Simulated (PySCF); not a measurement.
## Two-component Hartree-Fock for O⁴⁺ (oxygen, charge +4)

Start: [He] 2s2. Calculated with PySCF 2.14 in an uncontracted even-tempered set (18 s from 0.32 bohr⁻², ratio 2.4; 10 p from 0.41 bohr⁻², ratio 2.4; 5 d from 1.6 bohr⁻², ratio 2.6; 5 f from 2.4 bohr⁻², ratio 2.6): generalised Hartree-Fock with the X2C-1e Hamiltonian and a Gaussian nucleus; one run each with spin-orbit coupling (SO) switched off, then screened by Boettger's factors.

```
spinor shell  electrons  ε, spin-free (eV)  ε, screened SO (eV)  weight of nominal j (screened SO)  rms radius, screened SO (bohr)
       1s1/2          2            -669.61              -669.61                              1.000                           0.228
       2s1/2          2            -111.41              -111.41                              1.000                            1.01
```

```
   quantity  spin-free  screened SO
E (hartree)  -68.31089    -68.31089
        M_J          0            0
       ⟨J²⟩      0.000        0.000
       ⟨L²⟩      0.000        0.000
       ⟨S²⟩      0.000        0.000
```

Without spin-orbit coupling the j labels of p, d and f shells carry no meaning; the spin-free column gives the mean over the occupied spinors of each nl shell.
